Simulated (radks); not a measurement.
The numbers below are computed, except where a source is named.
Ionisation of the iron ion Fe3+, [Ar] 3d5, to Fe4+, [Ar] 3d4, under several functionals. Scalar-relativistic Kohn-Sham, spin-polarised, spherical densities, finite nucleus; open shells are filled with parallel spins first; a radial shooting solver on a logarithmic mesh with Libxc functionals.

| functional | E(Fe3+) (hartree) | Exc (hartree) | IE (eV) | -e(HOMO) (eV) | <r> HOMO (bohr) | IE error (eV) |
|---|---|---|---|---|---|---|
| LDA (Slater exchange, VWN5 correlation) | -1268.23346 | -52.52063 | 55.260 | 45.382 | 0.9759 | +0.350 |
| LDA (Slater exchange, Perdew-Zunger correlation) | -1268.21124 | -52.49722 | 55.179 | 45.303 | 0.9763 | +0.269 |
| BP86 | -1270.94560 | -55.29029 | 55.052 | 45.173 | 0.9753 | +0.142 |
| HCTH/407 | -1271.28923 | -55.73373 | 55.978 | 45.990 | 0.9602 | +1.068 |
| LDA (Slater exchange, Perdew-Wang correlation) | -1268.22320 | -52.51016 | 55.249 | 45.371 | 0.9759 | +0.339 |

NIST Atomic Spectra Database: 54.91 eV (measured). Closest: BP86. The Delta-SCF values span 0.93 eV, the total energies 3.08 hartree. The highest occupied level is 3d. Open shells are spherical and high-spin; term and fine-structure splittings are not resolved.
